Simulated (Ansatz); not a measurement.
Geometry optimisation, RKS BHLYP/def2-SVP (Ansatz).

input.yaml

```yaml
crystal:
  periodic: [false, false, false]
  atoms:
    - { symbol: W, position_ang: [0.307629, 0.332263, -0.327738] }
    - { symbol: H, position_ang: [-0.198195, -0.246964, 2.486688] }
    - { symbol: H, position_ang: [1.630682, -0.43394, 0.385013] }
    - { symbol: H, position_ang: [-0.486091, 1.629357, 0.402393] }
    - { symbol: H, position_ang: [-1.272327, -0.063238, 0.097758] }
    - { symbol: H, position_ang: [-0.051169, -1.261104, 0.082435] }
    - { symbol: H, position_ang: [0.505617, 0.552762, -2.020252] }
    - { symbol: Si, position_ang: [1.814217, 1.871429, 0.853289] }
    - { symbol: H, position_ang: [3.143855, 1.518463, 1.391486] }
    - { symbol: H, position_ang: [1.897092, 1.985625, -0.682394] }
    - { symbol: H, position_ang: [1.426916, 3.177234, 1.425286] }
    - { symbol: H, position_ang: [0.254874, 0.285613, 2.326935] }
basis:
  gaussian: { orbitals: def2-SVP }
hamiltonian:
  xc: { name: BHLYP }
relax:
  f_tol: 0.03
  max_steps: 50
```

Run as:

```bash
$ ansatz run input.yaml --threads 2 --pin off --max-ram 3072MiB --backend cpu --events-out ev --progress --plain --runs-dir out
```

Where does it end, and by what steps?

The forces met the threshold. After 16 steps the energy has fallen by 0.184 eV; H2 moved furthest, 0.75 Å. Joined: W1–H2 (2.92 → 2.06 Å), W1–H12 (2.66 → 2.09 Å).

```
step  energy less start (eV)  largest force component (eV/Å)  accepted
   0                  0.0000                           1.259       yes
   1                 -0.0492                           0.698       yes
   2                 -0.0799                           0.114       yes
   3                 -0.0871                           0.059       yes
   4                 -0.0912                           0.216       yes
   5                 -0.0764                           0.757        no
   6                 -0.0963                           0.035       yes
   7                 -0.0987                           0.216       yes
   8                 -0.1056                           0.185       yes
   9                 -0.1279                           0.284       yes
  10                 -0.1615                           0.233       yes
  11                 -0.1562                           0.873        no
  12                 -0.1790                           0.196       yes
  13                 -0.1754                           0.196        no
  14                 -0.1831                           0.121       yes
  15                 -0.1807                           0.476        no
  16                 -0.1845                           0.016       yes
```

```xyz
12
Properties=species:S:1:pos:R:3
W 0.326 0.365 -0.086
H -0.048 -0.432 1.775
H 1.654 -0.403 0.627
H -0.511 1.648 0.630
H -1.283 -0.039 0.217
H -0.054 -1.256 0.209
H 0.365 0.420 -1.826
Si 1.895 1.927 0.896
H 3.281 1.628 1.319
H 1.801 1.859 -0.656
H 1.575 3.300 1.345
H -0.029 0.331 1.971
```

Whether the end is a true minimum wasn't checked by a vibrational analysis.

Run time: 43 s on 2 threads of Arm Neoverse V2, on a shared host, peak memory 0.2 GiB.
